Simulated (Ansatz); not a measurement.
Geometry optimisation, RKS r2SCAN/def2-SVP (Ansatz 0.2.0).

Input file:

```yaml
crystal:
  periodic: [false, false, false]
  atoms:
    - { symbol: "N", position_ang: [-1.8435, 1.4578, 0.5485] }
    - { symbol: Si, position_ang: [-0.48, 0.41, 0.6228] }
    - { symbol: O, position_ang: [-0.0661, -0.0701, -0.9792] }
    - { symbol: Ge, position_ang: [1.4559, -1.1397, -0.7604] }
    - { symbol: H, position_ang: [-2.643, 0.9716, 0.0199] }
    - { symbol: H, position_ang: [-1.6203, 2.3165, -0.0811] }
    - { symbol: H, position_ang: [0.6666, 1.1315, 1.2654] }
    - { symbol: H, position_ang: [-0.7915, -0.7494, 1.4232] }
    - { symbol: H, position_ang: [1.8598, -1.6244, -2.1062] }
    - { symbol: H, position_ang: [2.5462, -0.3787, -0.0538] }
    - { symbol: H, position_ang: [0.9812, -2.3822, 0.1216] }
basis:
  gaussian: { orbitals: def2-SVP }
hamiltonian:
  xc: r2scan
relax:
  f_tol: 0.015
  max_steps: 40
output:
  orbitals: {}
```

Command:

```bash
$ ansatz run input.yaml --threads 2 --pin off --max-ram 3072MiB --backend cpu --events-out ev --progress --plain --runs-dir out
```

Problem. Where does it end, and by what steps?

Solution. The run converged. After 6 steps the energy has fallen by 0.620 eV; O3 moved furthest, 0.51 Å. Parted: Si2–Ge4.

```json
{"step": "0", "energy less start (eV)": "0.0000", "largest force component (eV/Å)": "2.431", "accepted": "yes"}
{"step": "1", "energy less start (eV)": "-0.4162", "largest force component (eV/Å)": "1.129", "accepted": "yes"}
{"step": "2", "energy less start (eV)": "-0.5424", "largest force component (eV/Å)": "0.837", "accepted": "yes"}
{"step": "3", "energy less start (eV)": "-0.6124", "largest force component (eV/Å)": "0.187", "accepted": "yes"}
{"step": "4", "energy less start (eV)": "-0.6185", "largest force component (eV/Å)": "0.118", "accepted": "yes"}
{"step": "5", "energy less start (eV)": "-0.6195", "largest force component (eV/Å)": "0.021", "accepted": "yes"}
{"step": "6", "energy less start (eV)": "-0.6195", "largest force component (eV/Å)": "0.002", "accepted": "yes"}
```

```xyz
11
Properties=species:S:1:pos:R:3
N -1.890 1.489 0.329
Si -0.555 0.493 0.749
O 0.197 -0.205 -0.565
Ge 1.582 -1.294 -0.806
H -2.747 1.065 -0.014
H -1.730 2.380 -0.130
H 0.432 1.356 1.465
H -1.072 -0.590 1.638
H 1.687 -1.508 -2.319
H 2.850 -0.622 -0.251
H 1.311 -2.619 -0.074
```

Run time: 36 s on 2 threads of Arm Neoverse V1, on a shared host, peak memory 0.18 GiB.
